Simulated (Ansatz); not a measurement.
Coupled-cluster run, CH4FNO2W, SMILES `C[N]=[W](=[O])([OH])[F]`.

```yaml
crystal:
  periodic: [false, false, false]
  atoms:
    - {symbol: C, position_ang: [-0.112528, -1.450823, 1.031380]}
    - {symbol: N, position_ang: [0.016695, -0.153256, 0.470224]}
    - {symbol: W, position_ang: [-0.337515, 1.117076, -0.666467]}
    - {symbol: O, position_ang: [-1.450232, 0.509748, -1.807241]}
    - {symbol: O, position_ang: [1.262624, 1.581674, -1.552840]}
    - {symbol: F, position_ang: [-1.087050, 2.552231, 0.276085]}
    - {symbol: H, position_ang: [0.865618, -1.939761, 1.079334]}
    - {symbol: H, position_ang: [-0.787718, -2.079002, 0.440332]}
    - {symbol: H, position_ang: [-0.500412, -1.382775, 2.052375]}
    - {symbol: H, position_ang: [2.130518, 1.244888, -1.323182]}
basis:
  gaussian: {orbitals: def2-TZVPP}
correlation: {method: ccsd_t}
output: {orbitals: {seedname: orbitals}}
```

```sh
$ ansatz run in.yaml --threads 4 --pin off --events-out ev --progress --plain --max-ram 11315MiB
```

Output of Ansatz, abridged:

```
Functional definition: HF
1699 factors; integrals over basis functions are off by at most 1.0e-3 eV
mean field evaluation 1: about -11157.6918 eV, gradient 8.2e1 eV
mean field evaluation 2: about -11158.0025 eV, gradient 8.2e1 eV
mean field evaluation 4: about -11169.8473 eV, gradient 1.2e1 eV
mean field evaluation 8: about -11170.1616 eV, gradient 1.3e0 eV
mean field evaluation 16: about -11170.1673 eV, gradient 1.8e-6 eV
mean field -11170.16732638 eV, -410.4960778333 hartree, gradient 1.9e-6 eV, S^2 0.000000; 0 other end points of the search recorded, 0 dependent functions left out
5 core orbitals not correlated: weight in the atoms' cores, before any rotation towards them, 1.000 or more for the frozen orbitals, at most 0.000 for the correlated occupied ones
reference -11170.16732638 eV, -410.4960778333 hartree; 23, 23 occupied and 239, 239 virtual orbitals, 1699 factors
second order -44.31561667 eV of doubles, -0.00000000 eV of singles
cycle   1  -40.58444770 eV  change     3.7e0 eV  update   2.9e-1
cycle   2  -42.41887334 eV  change    -1.8e0 eV  update   1.8e-1
cycle   3  -42.81879735 eV  change   -4.0e-1 eV  update   4.1e-2
cycle   4  -42.84814056 eV  change   -2.9e-2 eV  update   1.8e-2
cycle   5  -42.82257229 eV  change    2.6e-2 eV  update   5.3e-3
cycle   6  -42.82170413 eV  change    8.7e-4 eV  update   2.3e-3
cycle   7  -42.82317814 eV  change   -1.5e-3 eV  update   9.4e-4
cycle   8  -42.82239679 eV  change    7.8e-4 eV  update   5.9e-4
cycle   9  -42.82231071 eV  change    8.6e-5 eV  update   2.2e-4
cycle  10  -42.82269835 eV  change   -3.9e-4 eV  update   1.4e-4
cycle  11  -42.82250391 eV  change    1.9e-4 eV  update   5.6e-5
cycle  12  -42.82238107 eV  change    1.2e-4 eV  update   2.9e-5
cycle  13  -42.82247224 eV  change   -9.1e-5 eV  update   9.5e-6
cycle  14  -42.82244754 eV  change    2.5e-5 eV  update   3.8e-6
perturbative correction -2.22631886 eV, -0.0818157091 hartree
Total energy: -11215.21609279 eV, -412.1515894634 hartree
```

Run time 5.4 min (4 threads of an Intel Xeon Platinum 8488C on a shared host); peak host memory 8 GiB.

MP2 recovers 98.4 % of the CCSD(T) correlation energy and the triples give 4.9 %; T1 = 0.0205.
